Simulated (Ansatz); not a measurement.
Mulliken charges of ClFH₄SiSn, SMILES `[F][SnH]([SiH3])[Cl]` from r2SCAN/def2-TZVPP in Ansatz (PBE0-D4/def2-TZVP geometry).

```
atom   x (Å)   y (Å)   z (Å)  charge (e)
  F1  -2.164   1.207   0.065      -0.482
 Sn2  -0.491   0.744  -0.760       0.969
 Si3   0.772  -0.711   0.929       0.106
 Cl4  -1.104  -0.589  -2.566      -0.384
  H5   0.081   2.212  -1.406      -0.107
  H6   1.077   0.108   2.127      -0.038
  H7   2.025  -1.175   0.285      -0.036
  H8  -0.105  -1.854   1.271      -0.029
```

Problem. By hand: the dipole of these point charges (1 e Å = 4.8032 D).

Solution. Σ q r = (0.954, 0.145, 0.339) e Å, of length 1.023 e Å = 4.91 D.

Problem. How does the dipole of the full density compare? (Best estimate.)

Solution. Ansatz gave: (0.710, -0.010, 0.318) e Å, 3.74 D; the point charges give 1.31 times that, at 10° from its direction.

Point charges leave out the atoms' own dipoles, such as those of lone pairs, and Mulliken's split depends on the basis, so the two needn't agree.
